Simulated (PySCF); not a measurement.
Two species compared at the same levels of theory.

First species: C₄H₁₄Si₃.
SMILES: `C/C=C\[SiH2][Si@H](C)[SiH3]`

Second species: 2,2,2-trifluoroethyl formate, C3H3F3O2.
Bonds: O1–C2 (double), C2–O3, O3–C4, C4–C5, C5–F6, C5–F7, C5–F8. Hydrogens: H9 on C2; H10, H11 on C4.

Levels: PBE0/pcSseg-1 for dipole moment, HOMO energy, LUMO energy and HOMO–LUMO gap; GFN2-xTB for rotational constant A and rotational constant C. Geometries: GFN2-xTB. Each structure is a single optimised conformer of the isolated species, non-relativistic unless stated. Electronic properties by PySCF.

Dipoles, sizes and rotational constants follow the conformer. The torsions of the flexible species, by atom-mapped SMILES:
- `[CH3:1]/[CH:2]=[CH:3]\[SiH2:4][Si@H:5]([CH3:6])[SiH3:7]`: C2–C3–Si4–Si5 -70°, C3–Si4–Si5–C6 99°
- `[O:1]=[CH:2][O:3][CH2:4][C:5]([F:6])([F:7])[F:8]`: O1–C2–O3–C4 3°, C2–O3–C4–C5 106°, O3–C4–C5–F6 -176°

Task: Which has the higher HOMO–LUMO gap?

Result: The second: 8.58 eV against 6.86 eV, a difference of 1.72 eV.

Task: Which has the higher rotational constant A?

Result: The second: 4.094 GHz against 1.533 GHz, a difference of 2.561 GHz.

Task: Which of the two has the higher dipole moment, and by how much?

Result: The second: 2.11 D against 1.24 D, a difference of 0.87 D.

Task: Which has the higher rotational constant C?

Result: The second: 1.239 GHz against 0.824 GHz, a difference of 0.415 GHz.

Task: Which has the higher LUMO energy?

Result: The second: -0.34 eV against -0.42 eV, a difference of 0.08 eV.

Task: Which has the higher HOMO energy?

Result: The first: -7.28 eV against -8.92 eV, a difference of 1.64 eV.

On the first: In atomic units the dipole is 0.49 e·bohr (1 au = 2.5417 D). A dipole of 1.24 D is allowed in C1, and pure rotational transitions are dipole-allowed.

On the second: The dipole matches unit charges of opposite sign 0.44 Å apart (1 e·Å = 4.8032 D). A dipole of 2.11 D is allowed in C1, and pure rotational transitions are dipole-allowed.
